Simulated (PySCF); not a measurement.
C2H4BN3, SMILES NB1N=CC=N1. Heavy atoms are numbered as in [NH2:1][B:2]1[N:3]=[CH:4][CH:5]=[N:6]1. Hydrogens are named by the atom that carries them.

The structure is a stationary point at B3LYP-D3(BJ)/def2-SVP. This is a generated structure with no PubChem entry under its InChIKey; it may be hypothetical. The values are those of a single conformer.

Calculation: PBE/pcSseg-1 (PySCF).

GIAO shieldings, no solvent; atoms alike by connectivity are averaged. δ = σ(ref) − σ: ¹⁵N against NH3 (σ = 267.0 ppm); ¹¹B against BF3 (σ = 83.9 ppm); ¹³C against TMS (σ = 182.0 ppm); ¹H against TMS (σ = 31.49 ppm), references at their B3LYP-D3(BJ)/def2-TZVP geometries, non-relativistic.

Estimate the chemical shifts. (An estimate is asked for; the answer gives what the named calculation found.)


```
nucleus     atoms  count  δ (ppm)
-------  --------  -----  -------
¹⁵N            N3      2    409.4
¹⁵N      N1 (NH2)      1    115.2
¹¹B            B2      1     23.4
¹³C       C4 (CH)      2    181.2
¹H        H on C4      2     8.43
¹H        H on N1      2     4.91
```
